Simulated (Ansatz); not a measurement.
# Two structures, one formula

Two relaxed structures of SnH3O (charge +1), closed shell (PBE0-D4/def2-TZVP; forces vanish, vibrations not checked).

A:

O1  (0.105, -1.091, 0.724)
Sn2  (-0.258, 0.475, -0.272)
H3  (1.009, -1.427, 0.771)
H4  (-1.896, 0.823, -0.177)
H5  (1.039, 1.220, -1.046)
(Å)

B:

```csv
atom,x (Å),y (Å),z (Å)
O1,-0.2378,0.3897,-0.2181
Sn2,-0.0378,-1.4825,1.0212
H3,1.6600,-1.3382,0.5774
H4,-1.0516,0.8816,-0.3889
H5,0.4943,0.8311,-0.6687
```

Computed with Ansatz 0.2.0 (basis: def2-TZVPP); correlated methods freeze the cores. Filled d shells of the heavier atoms are correlated. Core potentials replace the inner electrons of the atoms past krypton. The def2 sets are not built for correlating such inner shells, so the correlated values are less sure here. B3LYP uses VWN-RPA correlation.

Problem. Which structure is lower at CCSD(T), and by how much? (Judge from chemistry; the value comes from the calculation.)

Solution. Computed: B, by 30.86 kcal/mol (electronic energy, against the other). By their contacts, A is SnH₃O ([OH][SnH2]), total charge +1 and B is SnH₃O ([OH2][SnH]), total charge +1.

All methods give the same order:

```tsv
method	E(B) − E(A) (kcal/mol)
PBE-D4	-30.86
r2SCAN-D4	-29.27
PBE0-D4	-31.75
B3LYP-D4	-34.74
wB97M-V	-32.62
HF	-34.52
MP2	-32.15
CCSD	-32.46
CCSD(T)	-30.86
```

No T1 diagnostic of these runs exceeds 0.019.

Labels in which every atom is bracketed show which atoms are joined, not bond orders.

For scale, one of the runs: CCSD(T)/def2-TZVPP, 123 basis functions, launched by `ansatz run in.yaml --threads 2 --pin off --events-out ev --progress --plain --max-ram 4352MiB`. The run took 11 s on 2 CPU threads of an Arm Neoverse V2 (shared host), with 0.63 GiB of host memory at its peak.
